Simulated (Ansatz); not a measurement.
Basis-set extrapolation for Cl2FH3O2Si2 (`O[Si@@H](Cl)O[Si@H](F)Cl`) (PBE0-D4/def2-TZVP geometry, frozen core, Ansatz 0.2.0). Multiplicity 1, RHF reference.

```csv
,def2-TZVPP,def2-QZVPP
HF,-1748.303420,-1748.360694
MP2 correlation,-1.323104,-1.445825
CCSD(T) correlation,-1.420578,not run
```

Energies in hartree. Use E(X) = E(∞) + A·exp(−7.88·√X) for Hartree–Fock and E(X) = E(∞) + B·X^(−2.97) for correlation, with X = 3 and 4, and add CCSD(T) minus MP2 of the smaller set to the MP2 limit.

Q: What is the CCSD(T) energy at the basis-set limit?

A: HF limit: -1748.360694 + (-0.057274) × 0.13774 = -1748.36858. MP2 limit: -1.445825 + (-0.122721) × 0.74074 = -1.53673. Higher-order term: -1.420578 − (-1.323104) = -0.09747. Total: -1750.00278 hartree, 731.9 kJ/mol below CCSD(T)/def2-TZVPP.
